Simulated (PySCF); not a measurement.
**Two-dimensional NMR puzzle**

Compound of formula C6H9FSi2. Correlations simulated from computed shifts and the bond graph:

HSQC (one-bond C–H):
```
  δH     δC
7.41  156.6
7.18  149.5
5.55   91.5
2.22   20.8
1.70   77.0
```

COSY cross peaks (H two or three bonds apart, from the bond graph; peaks can be absent where the dihedral angle is near 90°):
```
  δH    δH
7.41  7.18
7.41  4.70
7.41  4.40
7.18  4.42
7.18  4.38
5.55  4.42
5.55  4.38
5.55  2.22
4.70  4.40
4.70  2.22
4.42  4.38
4.40  2.22
```

HMBC (two and three bonds, from the bond graph):
```
  δH                              δC
7.41                     149.5, 20.8
7.18                     156.6, 91.5
5.55               149.5, 89.3, 20.8
4.70  156.6, 149.5, 91.5, 89.3, 20.8
4.42        156.6, 149.5, 91.5, 20.8
4.40  156.6, 149.5, 91.5, 89.3, 20.8
4.38        156.6, 149.5, 91.5, 20.8
2.22         156.6, 91.5, 89.3, 77.0
1.70                      89.3, 20.8
```

Carbons without hydrogens: δ 89.3.

[PySCF 2.14.0 with density-fitted response routines: PBE0/pcSseg-1 with gauge-including orbitals; geometry from GFN2-xTB; no relativistic terms; gas phase; one conformer]

Referencing at the same level of theory: 1H (σ = 31.72 ppm) and 13C (σ = 186.93 ppm) vs TMS.

Exchangeable hydrogens are left out of these lists.

**Question.** Assemble the structure.

**Answer.** SMILES C#C[C@@H]1[SiH2]C=C[SiH2][C@@H]1F.

Atoms are numbered as in `[CH:1]#[C:2][C@@H:3]1[SiH2:4][CH:5]=[CH:6][SiH2:7][C@@H:8]1[F:9]`. Hydrogens are named by the atom that carries them. Ha(Si4), Ha(Si7) are cis to C2 on the ring; Hb(Si4), Hb(Si7) are trans to C2 on the ring.

δC 156.6 is C5, an alkene CH (δH 7.41). δC 149.5 is C6, an alkene CH (δH 7.18). δC 91.5 is C8, an sp3 CH bonded to F and Si (δH 5.55). δC 89.3 is C2, an alkyne carbon. δC 77.0 is C1, a terminal alkyne carbon (δH 1.70). δC 20.8 is C3, a propargylic sp3 CH bonded to Si (δH 2.22). HMBC from δH 5.55 reaches the proton-free carbon C2. HMBC from δH 4.70 reaches the proton-free carbon C2. HMBC from δH 4.40 reaches the proton-free carbon C2. HMBC from δH 2.22 reaches the proton-free carbon C2. COSY links 7.41–7.18, 7.41–4.70, 7.41–4.40, 7.18–4.42, 7.18–4.38, 5.55–4.42.

The data come from this structure; uniqueness wasn't tested.

Shifts are as computed. Against solution values, carbons near 30 ppm lie about +3 ppm off and those near 130 ppm about +5 ppm. Of 1309 compounds with measured shifts, 239 miss one by over three times the rms of a fit or turn the order of signals round; such compounds aren't used in these exercises.
